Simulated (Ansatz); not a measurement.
A nudged elastic band was laid between two geometries of C3H11NOSi (17 atoms, charge 0, multiplicity 1).

All numbers below come from Ansatz 0.2.0, RKS LDA/STO-3G.

| Property | Result |
| --- | --- |
| movable images | 7 |
| climbing image | yes |
| spring | 5.0 eV/Å² |
| optimiser | quadratic models (default) |
| start path | through a guess of the saddle point |
| force threshold | 0.03 eV/Å |
| iteration limit | 51 |
| end points | relaxed |

First end point:

```xyz
17
Properties=species:S:1:pos:R:3
C -0.114 -1.898 -0.885
O 0.763 -0.948 -1.585
Si 1.476 0.030 -0.373
C 0.114 0.879 0.642
C -0.875 1.599 -0.294
N -0.649 -0.206 1.376
H -0.894 -2.224 -1.602
H -0.597 -1.428 0.030
H 0.447 -2.809 -0.568
H 2.288 1.017 -1.060
H 2.301 -0.729 0.565
H 0.553 1.628 1.340
H -1.266 0.894 -1.046
H -1.727 2.011 0.273
H -0.377 2.429 -0.821
H -1.447 0.282 1.882
H -0.017 -0.529 2.165
```

Last end point:

```xyz
17
Properties=species:S:1:pos:R:3
C -0.044 -1.922 -0.831
O 0.844 -0.976 -1.523
Si 1.491 0.048 -0.311
C 0.072 0.901 0.619
C -0.893 1.568 -0.380
N -0.698 -0.176 1.357
H -0.572 -1.436 0.050
H 0.518 -2.814 -0.466
H -0.789 -2.282 -1.570
H 2.312 1.030 -0.994
H 2.289 -0.668 0.681
H 0.465 1.682 1.309
H -1.231 0.832 -1.128
H -1.780 1.971 0.137
H -0.393 2.396 -0.907
H -1.522 0.311 1.820
H -0.089 -0.465 2.177
```

Which bonds break or form, and what moves?

No bond is made or broken. The dihedral H8–C1–O2–Si3 goes from 35 to -87°. The two ends are copies of one structure, up to a mirror image or an exchange of like atoms.

Give the energies along the band, and the barrier.

The forces met the threshold. The highest image is number 2 of 0 to 8, 5.4 kcal/mol above the ends, which have the same energy within 2 meV. The profile has 2 maxima (images 2, 6) with wells between them (image 4): this band takes more than one step, which may be the mechanism or a detour left from its start path. A vibrational analysis at the climbing image gives one clearly imaginary mode, 238i cm⁻¹: a first-order saddle point. Limits of this set-up: minimal basis.

```tsv
image	path coordinate (Å)	energy (kcal/mol)	dihedral H8–C1–O2–Si3 (°)
0	0.00	0.0	35
1	1.08	3.5	62
2	2.16	5.4	91
3	3.22	1.7	124
4	4.28	0.0	156
5	5.34	3.5	-177
6	6.40	5.4	-152
7	7.46	1.9	-120
8	8.52	0.0	-87
```

What is the geometry of the highest image?


```xyz
17
Properties=species:S:1:pos:R:3:forces:R:3
C -0.146 -1.855 -1.067 0.00 0.01 -0.01
O 0.920 -1.000 -1.568 0.00 -0.01 -0.01
Si 1.492 0.005 -0.304 0.01 0.01 0.01
C 0.123 0.886 0.664 0.00 0.00 0.00
C -0.940 1.511 -0.261 0.00 0.00 0.00
N -0.547 -0.155 1.536 0.00 0.00 -0.01
H -0.142 -2.794 -1.662 0.00 0.00 0.00
H -1.150 -1.385 -1.194 0.00 0.00 0.00
H -0.067 -2.118 0.013 0.00 0.00 0.01
H 2.375 0.958 -0.950 0.00 0.00 0.00
H 2.238 -0.775 0.680 0.00 0.00 0.00
H 0.583 1.712 1.257 0.00 0.00 0.00
H -1.408 0.737 -0.890 0.00 0.00 0.00
H -1.735 1.995 0.332 0.00 0.00 0.00
H -0.490 2.272 -0.919 0.00 0.00 0.00
H -1.293 0.379 2.076 0.00 0.00 0.01
H 0.167 -0.373 2.295 0.00 0.00 0.00
```

Run time: 6.1 min on 1 thread of Arm Neoverse N1, with other jobs on the host, peak memory 0.22 GiB.
